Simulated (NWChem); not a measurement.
A series in which one site is exchanged, each optimised at PBE0/def2-SVP with NWChem, gas phase unless a solvent is named. For some, no frequency run checked for a minimum. def2 effective core potentials on Sn, I; no spin-orbit coupling.

A: [SnH3][I] (SnH3I; site = I)
B: [Br][SnH3] (SnH3Br; site = Br)
C: [F][SnH3] (SnH3F; site = F)
D: [Cl][SnH3] (SnH3Cl; site = Cl)

Values for A:

| Item | Value |
|---|---|
| orbital gap (eV), PBE0/def2-SVP | 6.11 |
| static polarisability, CAM-B3LYP/def2-SVPD (bohr³) | 78.6 |
| lowest singlet excitation, CAM-B3LYP/def2-SVPD, TDA (eV) | 4.81 |

How do these values change for the other members?


```csv
change from A,B,C,D
"orbital gap (eV), PBE0/def2-SVP",+0.92,+2.55,+1.55
"static polarisability, CAM-B3LYP/def2-SVPD (bohr³)",-14.5,-38.2,-23.0
"lowest singlet excitation, CAM-B3LYP/def2-SVPD, TDA (eV)",+0.84,+2.31,+1.47
```
